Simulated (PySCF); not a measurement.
A GIAO shielding run with PySCF 2.14.0 with density-fitted response routines (density fitting, non-relativistic, gas phase) on `C[Si@@H]1C[C@H](C[SiH3])[SiH2]1`, C₄H₁₄Si₃:

```
$ OMP_NUM_THREADS=1 python probes_run.py task.json out

{"job": {"kind": "nmr", "xc": "PBE0", "basis": "pcSseg-1"}, "charge": 0, "multiplicity": 1}
C      3.486351     0.410885    -0.442149
Si     2.019553     0.114471     0.735177
C      0.726609    -1.158773     0.092475
C     -0.593147    -0.403726     0.398434
C     -1.673466    -0.643575    -0.649465
Si    -3.358694     0.111904    -0.212673
Si     0.075313     1.393601     0.637411
H      4.124008     1.205767    -0.067910
H      3.149019     0.697789    -1.433727
H      4.098941    -0.480153    -0.546327
H      2.579455    -0.280332     2.042290
H      0.745359    -2.154620     0.534318
H      0.826800    -1.298361    -0.986075
H     -0.971119    -0.761230     1.363385
H     -1.332451    -0.249883    -1.611183
H     -1.797579    -1.722906    -0.791977
H     -3.830267    -0.439362     1.060789
H     -3.240396     1.567521    -0.096731
H     -4.324843    -0.217292    -1.265508
H     -0.537466     2.086333     1.777210
H     -0.180900     2.238883    -0.538235
```

Hardware: 1 thread of an Intel Xeon Platinum 8488C, shared host. The job also computes population analyses, field gradients, ring-centre shieldings.

Q: How large is the calculation?

A: 80 electrons, 210 basis functions and 1159 auxiliary functions.

Q: How long does it take, and how much memory does it need?

A: 36 s of wall time, with 12 SCF cycles and 4 response iterations; peak memory 0.87 GiB. Times on a shared host scatter by some tens of per cent.
